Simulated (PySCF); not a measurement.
# Orbital picture of SnF⁺

revPBE at R = 1.915 Å; Sn cc-pVDZ-PP with ECP28, F cc-pVDZ; scalar-relativistic core potentials (PySCF 2.14). State: ¹Σ⁺ (singlet), closed shell. Only the outer orbitals are listed, counted within each symmetry, core potentials removing the inner ones.

```tsv
orbital	occ.	ε (eV)	on Sn (%)	main shells (%)
6σ	2	-18.66	69	68 Sn s, 28 F p
3π	2	-15.19	9	91 F p
3π	2	-15.19	9	91 F p
7σ	2	-14.90	45	54 F p, 28 Sn s, 17 Sn p
4π	0	-9.98	93	93 Sn p
4π	0	-9.98	93	93 Sn p
8σ	0	-7.29	92	82 Sn p, 9 F p
```

Problem. Which are the highest filled and the lowest empty level, where do they sit, and how wide is the gap?

Solution. Highest filled 7σ at -14.90 eV (in %: 54 F p, 28 Sn s, 17 Sn p); lowest empty 4π at -9.98 eV (in %: 93 Sn p); the gap at revPBE is 4.92 eV.

* bond order (Mayer): 1.25
* ⟨S²⟩: 0.000
* charge on Sn (Mulliken, basis-dependent): 1.27
* charge on Sn (Löwdin, basis-dependent): 1.28
* dipole moment (positive dipole points towards F; it is taken about the centre of mass and depends on that origin): -3.10 D

Spin–orbit coupling is left out.
